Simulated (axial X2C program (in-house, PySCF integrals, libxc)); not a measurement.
## Nuclear properties of BTe⁺

Computed with an axial X2C code built on PySCF integrals: two-component X2C with atomic mean-field Coulomb and Gaunt terms, Gaussian nuclei, basis Te dyall-cv3z, B dyall-v3z with contracted cores.

R = 2.064 Å (near the PBE0 minimum at charge 1 of the determinant lowest at the starting distance; the state shown can have its own minimum elsewhere).

Determinant lowest in the PBE0 search, Ω = 2 (⟨Sz⟩ = 0.99, ⟨Lz⟩ = 1.01 at PBE0), spin on the atoms Te 0.47, B 0.52:

| level | Eeff magnitude (GV/cm) | Ws magnitude Te (kHz) | A∥/gI Te (MHz) | qzz Te (a.u.) | A∥/gI B (MHz) | qzz B (a.u.) |
| --- | --- | --- | --- | --- | --- | --- |
| PBE0 | 2.12 | 0.533 | 421 | 0.84 | 132 | -0.34 |
| HF | 3.03 | 0.782 | 361 | 2.00 | 126 | -0.46 |
| LDA | 1.73 | 0.425 | 504 | 0.24 | 139 | -0.31 |
| PBE50 | 2.32 | 0.586 | 398 | 1.31 | 129 | -0.38 |
| BP86 | 1.89 | 0.473 | 459 | 0.51 | 135 | -0.31 |

Eeff is the effective electric field on the electron electric dipole moment in this Ω state and Ws the scalar–pseudoscalar constant of the nucleus named (defined with the proton number Z and per Ω); A∥ (defined per Ω) follows by multiplying with gI = μI/(I μN); qzz is the electric field gradient, eQq0 = 234.96 MHz × Q/barn × qzz. The operators were transformed with the bare-nucleus X2C matrices; with these basis sets, hyperfine constants and field gradients can be off by tens of per cent, and where levels differ in sign neither size nor sign is settled.

(1) With gI(125Te) = -1.7770, gI(11B) = 1.7924, Q(11B) = 0.04059 barn (g factors from the IAEA table of nuclear moments by Stone; Q from Pyykkö, Mol. Phys. 2018), turn the PBE0 values of the first state into constants in MHz.

Each state is one determinant with collinear spin, which with several unpaired electrons need not be a pure state. Unrestricted Hartree–Fock can overshoot spin polarisation at the nuclei. With several open shells hyperfine constants can be off by a factor of several. Open-shell Ω = 0 determinants with evenly filled partner blocks cannot be reached by this program, so the Ω shown need not be the lowest component. States lie within half an eV, so the first need not be the ground state. Further determinants of the search, some of them spin-mixed, are not shown. Where a field gradient or hyperfine factor spreads by more than a factor of two over the levels, a constant derived from it is not to be relied on.

Results:

(1) A∥(125Te) = 421 × -1.7770 = -748 MHz; A∥(11B) = 132 × 1.7924 = 237 MHz; eQq0(11B) = 234.96 × (0.04059) × (-0.34) = -3.24 MHz.
